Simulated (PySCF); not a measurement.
**Partial charges of `C/C(=C\CN[SiH3])C(F)F`**

Species: C5H11F2NSi.
Z-matrix (Å and degrees, GFN2-xTB geometry), rows numbered from 1:
```
C 
C   1  1.4969
C   2  1.3284  1  127.14
C   3  1.4980  2  127.42  1    -1.29
N   4  1.4436  3  110.27  2  -135.83
Si  5  1.7169  4  124.63  3  -140.78
C   2  1.5069  1  113.67  3   178.20
F   7  1.3605  2  111.01  1   -58.34
F   7  1.3606  2  111.31  1    58.76
H   1  1.0901  2  109.76  3   -99.97
H   1  1.0888  2  109.68  3   141.76
H   1  1.0851  2  111.67  3    20.60
H   3  1.0827  2  119.48  1   179.71
H   4  1.0973  3  111.12  2   -11.51
H   4  1.0943  3  108.46  2   106.43
H   5  1.0081  4  111.71  3    63.26
H   6  1.4720  5  114.56  4   -63.93
H   6  1.4645  5  106.06  4    55.54
H   6  1.4595  5  104.12  4   175.64
H   7  1.1002  2  113.59  1  -179.75
```

Density: PBE0/pcSseg-1 (PySCF); schemes: Mulliken, IAO, Hirshfeld and ESP-fitted. Geometry: GFN2-xTB, one conformer, isolated molecule.

**Question.** Atoms with like bonding are taken together and averaged. At which atom do the 4 schemes differ most?

**Answer.** At C4: from -0.142 (IAO) to +0.582 e (ESP-fitted), 0.724 e apart.

**Question.** Which atoms carry the lowest charge in the Mulliken, IAO, Hirshfeld and ESP-fitted schemes?

**Answer.** All schemes agree: Mulliken N5 (-0.687); IAO N5 (-0.681); Hirshfeld N5 (-0.241); ESP-fitted N5 (-0.808).

**Question.** Do the Mulliken, IAO, Hirshfeld and ESP-fitted schemes agree on where the charge is highest?

**Answer.** The schemes don't all agree: Mulliken Si6 (+0.620); IAO Si6 (+0.752); Hirshfeld Si6 (+0.346); ESP-fitted C4 (+0.582).

**Question.** Tabulate the Mulliken, IAO, Hirshfeld and ESP-fitted charges.

**Answer.** In e; atoms taken as equivalent share a row and are averaged (×n: the atom named and its like, n in all):

| atom | environment | Mulliken | IAO | Hirshfeld | ESP-fitted |
| --- | --- | --- | --- | --- | --- |
| C1 | allylic carbon | -0.141 | -0.434 | -0.123 | -0.607 |
| C2 | fully substituted alkene carbon | -0.408 | -0.031 | -0.018 | +0.153 |
| C3 | alkene CH carbon | -0.111 | -0.149 | -0.044 | -0.476 |
| C4 | sp3 carbon bound to nitrogen | +0.058 | -0.142 | -0.018 | +0.582 |
| N5 | silicon-bound nitrogen | -0.687 | -0.681 | -0.241 | -0.808 |
| Si6 | SiH3 silicon | +0.620 | +0.752 | +0.346 | +0.468 |
| C7 | CHF2 carbon | +0.582 | +0.440 | +0.144 | +0.226 |
| F8/F9 | fluorine of a CF2 group | -0.308 | -0.309 | -0.111 | -0.195 |
| H10/H11/H12 | methyl hydrogen | +0.134 | +0.157 | +0.046 | +0.191 |
| H13 | vinylic hydrogen | +0.095 | +0.147 | +0.042 | +0.162 |
| H14/H15 | methylene hydrogen | +0.132 | +0.138 | +0.044 | -0.027 |
| H16 | N–H hydrogen | +0.195 | +0.258 | +0.113 | +0.362 |
| H17/H18/H19 | Si–H hydrogen | -0.113 | -0.143 | -0.084 | -0.099 |
| H20 | methine hydrogen | +0.088 | +0.140 | +0.048 | +0.108 |

Mean size of the charges over all atoms: ESP-fitted 0.263 e, IAO 0.248 e, Mulliken 0.230 e, Hirshfeld 0.092 e. Each set sums to the total charge, 0, to within 0.001 e. The Mulliken scheme counts on each atom the diagonal of the density matrix times the overlap matrix over that atom's basis functions.

Some averages cover members that differ in this geometry: H14/H15, ESP-fitted -0.051 to -0.002; H17/H18/H19, ESP-fitted -0.126 to -0.085; H17/H18/H19, IAO -0.164 to -0.125 e.

**Question.** Sum the charges by element, for elements with more than one atom.

**Answer.** 
```
element  atoms  Mulliken     IAO  Hirshfeld  ESP-fitted
      C      5    -0.021  -0.317     -0.060      -0.123
      F      2    -0.616  -0.618     -0.221      -0.390
      H     11    +0.704  +0.863     +0.177      +0.853
```

**Question.** How many electrons does the Hirshfeld scheme count on Si6?

**Answer.** Z − q = 14 − (+0.346) = 13.654.
